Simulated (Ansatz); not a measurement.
`F[CH2][SnH3]` + `C=N` → `C=[N][SnH3]` + `CF` at 700 K and 1 bar (ligand exchange at the Sn–C bond).

Computed with Ansatz on PBE0-D4/def2-TZVP structures; ΔE is electronic, products minus reactants. CCSD(T)/CBS is the MP2 limit (def2-TZVPP, def2-QZVPP) plus CCSD(T) − MP2 in def2-TZVPP, frozen cores. This one scheme is used for every species. Elements past krypton have def2 core potentials. For Sn outer-core shells are correlated without core-valence functions, which leaves a few kJ/mol of doubt a bond.

```tsv
species	CCSD(T)/CBS energy (Eh)	H − E (kJ/mol)	S (J/(mol·K))
`F[CH2][SnH3]`	-354.83026	189.8	407.7
`C=N`	-94.52360	135.6	268.6
`C=[N][SnH3]`	-309.73027	190.5	398.4
`CF`	-139.63461	133.6	263.9
```

H − E and S are ideal-gas, rigid-rotor, harmonic terms from PBE0-D4/def2-TZVP. 1 Eh = 2625.50 kJ/mol, R = 8.31446 J/(mol·K).

**Question.** By hand: ΔE, ΔH, ΔS and ΔG.

**Answer.** ΔE = (-309.73027) + (-139.63461) − (-354.83026) − (-94.52360) = -0.01102 Eh = -28.9 kJ/mol. Δ(H − E) = 190.5 + 133.6 − 189.8 − 135.6 = -1.3, so ΔH = -30.2 kJ/mol. ΔS = 398.4 + 263.9 − 407.7 − 268.6 = -14.0 J/(mol·K). ΔG = -30.2 − 700 × (-14.0)/1000 = -20.4 kJ/mol.

**Question.** By hand: the equilibrium constant, and the temperature at which ΔG would vanish if ΔH and ΔS stayed fixed.

**Answer.** log₁₀ K = −ΔG/(RT ln 10) = 1.5. ΔG = 0 at ΔH/ΔS = 2157 K, though so small a ΔS makes that figure unsure.

The number of gas molecules stays the same, so ΔS is small and ΔH decides. A doubt of 5 kJ/mol in ΔE shifts log₁₀ K by 0.4 here. These are equilibria of isolated gas molecules and say nothing of rates. Largest T1 diagnostic: 0.014 (customary marks: 0.02 for closed shells, 0.045 for open ones).
